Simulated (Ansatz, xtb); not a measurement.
**Ranking isomers of C6H3FGe**

3 gas-phase structures of C6H3FGe, from a drawn sample of its isomers (lower ones may exist). Each was relaxed with GFN2-xTB:

A. `C#CC#CC#[C][GeH2][F]`, a singlet
B. `C#[C][Ge]([F])([C]#C)[C]#C`, a singlet
C. `C#CC#[C][Ge@H]([F])[C]#C`, a singlet

**Question.** Estimate their order in r2SCAN-D4/def2-SVP energy at these geometries, lowest first.

**Answer.** Calculated order at r2SCAN-D4/def2-SVP: A (0.0), C (30.7), B (55.7) kJ/mol. CCSD(T)/def2-SVP + ΔMP2/def2-TZVPP after further relaxation puts B lowest instead.

Energies above the lowest of each column, in kJ/mol; the last columns are at PBE0-D4/def2-SVP geometries:

```
structure  GFN2-xTB  HF/STO-3G  r2SCAN-D4/def2-SVP  PBE0-D4/def2-SVP  CCSD(T)/def2-SVP + ΔMP2/def2-TZVPP
        A       0.0       46.6                 0.0               0.0                                28.1
        C      61.0       22.0                30.7              24.0                                14.1
        B     118.9        0.0                55.7              42.8                                 0.0
```

CCSD(T)/def2-SVP + ΔMP2/def2-TZVPP puts B lowest; GFN2-xTB picks A, r2SCAN-D4/def2-SVP picks A, PBE0-D4/def2-SVP picks A. CCSD(T)/def2-SVP + ΔMP2/def2-TZVPP orders those it was run on as B (0.0), C (14.1), A (28.1) kJ/mol. Some further structures that were screened fall inside this span and aren't listed. The ΔMP2 step shifts differences by up to 27.6 kJ/mol, which makes them less sure. ΔMP2 is the change of the MP2 energy from the smaller to the larger basis.

Programs: Ansatz 0.2.0, xtb 6.7.1.
